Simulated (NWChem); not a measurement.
CAgFO; SMILES [O+]#[C-]->[Ag][F]

Program: NWChem. Structure relaxed at the PBE0/def2-SVP level. def2 effective core potentials on Ag; no spin-orbit coupling. Ions are spin-unrestricted doublets at the neutral geometry; other ion states weren't tried. Functional: LC-ωPBE (HJS hole) with def2-SVP; rows give the range parameter ω in 1/bohr.

For range parameter (1/bohr) 0.80:

* **−ε(HOMO) (eV)**: 11.93

Q: How do the values read with range parameter (1/bohr) 0.50 instead?

A: The −ε(HOMO) (eV) comes out as 11.17.
